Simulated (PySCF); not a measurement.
**Mayer bond orders and bond lengths**

Compound: 3,3,4,4,5,5,5-heptafluoropent-1-ene, C5H3F7.
Atom-mapped SMILES: `[CH2:1]=[CH:2][C:3]([F:4])([F:5])[C:6]([F:7])([F:8])[C:9]([F:10])([F:11])[F:12]` (hydrogens: H13, H14 on C1; H15 on C2)

Structure used (GFN2-xTB), in Å, numbered top down from 1:
```xyz
15
C5H3F7 angstrom
C      2.5818   -0.0821   -0.0559
C      1.5222    0.2901   -0.7470
C      0.2264    0.6854   -0.0979
F     -0.3400    1.7398   -0.7338
F      0.3820    1.0647    1.1911
C     -0.7918   -0.4983   -0.1348
F     -1.0281   -0.8382   -1.4179
F     -0.2389   -1.5769    0.4585
C     -2.1540   -0.2146    0.5588
F     -2.9669   -1.2587    0.4146
F     -2.7607    0.8451    0.0366
F     -1.9957   -0.0033    1.8611
H      2.5767   -0.1091    1.0210
H      3.4931   -0.3660   -0.5513
H      1.4897    0.3302   -1.8249
```

Bond orders from the PBE0/pcSseg-1 density (PySCF). Isolated species at its GFN2-xTB geometry (one conformer only).

Q: Where do the orders between heavy atoms depart from those drawn in the SMILES?

A: The largest departure is 0.148, at C3–C6 (drawn single, 0.852). Drawn single, order below 0.88: C3–C6 (0.852).

Q: Give the Mayer order of every bond between heavy atoms, beside its length.

A: 
```csv
bond,drawn as,length (Å),Mayer order
C1–C2,double,1.319,1.957
C2–C3,single,1.502,1.016
C3–F4,single,1.355,0.941
C3–F5,single,1.353,0.968
C3–C6,single,1.562,0.852
C6–F7,single,1.348,0.951
C6–F8,single,1.349,0.963
C6–C9,single,1.555,0.903
C9–F10,single,1.331,1.021
C9–F11,single,1.328,1.028
C9–F12,single,1.329,1.027
```

By pair of heavy elements: C–C: lowest C3–C6 (0.852, 1.562 Å), highest C1–C2 (1.957, 1.319 Å). C–F: lowest C3–F4 (0.941, 1.355 Å), highest C9–F11 and C9–F12 (1.028, 1.328 Å). Bonds named together lie within 0.004.

Q: And the bonds to hydrogen?

A: C–H: 0.94 to 0.95 (3 bonds).

Q: Sum the orders of all bonds at each heavy atom with more than one neighbour and set the sums beside the valence in the SMILES.

A: C1 3.852 (drawn 4), C2 3.914 (drawn 4), C3 3.777 (drawn 4), C6 3.669 (drawn 4), C9 3.979 (drawn 4). Orders between atoms that aren't bonded are not in these sums.

For a closed shell the Mayer order of atoms A and B is Σ (PS)μν (PS)νμ over the basis functions μ on A and ν on B, with P the density and S the overlap matrix.

The run behind these numbers computed NMR shieldings as well. The run took 46 s on an Arm Neoverse V1 with one thread, on a shared host.
